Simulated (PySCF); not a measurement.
**Working with the constants of ZnO**

TPSS constants of ZnO, ³Π (triplet), unpaired electrons σ ↑, π ↑ (Zn jorge-DZP-DKH, O jorge-DZP-DKH; spin-free X2C with a Gaussian nucleus (PySCF 2.14); masses 63.9291 and 15.9949 u):

* ωe: 527.4 cm⁻¹
* ωexe: 4.87 cm⁻¹
* Be: 0.38315 cm⁻¹
* αe: 0.00432 cm⁻¹
* De to Zn + O: 1.72 eV

(1) What force constant and bond length do these constants imply?

(2) Estimate the centrifugal constant D from the Kratzer relation and find the Dunham coefficient a1.

The state was picked by a PBE0 search and need not be the measured ground state.

Results:

(1) Reduced mass μred = 12.794 u; k = 5.8918×10⁻⁷·μred·ωe² (u, cm⁻¹, mdyn/Å) = 2.10 mdyn/Å; Re = √(16.8576/(μred·Be)) (u, cm⁻¹, Å) = 1.854 Å.

(2) D = 4Be³/ωe² = 8.09e-07 cm⁻¹; a1 = −1 − αeωe/(6Be²) = -3.59.
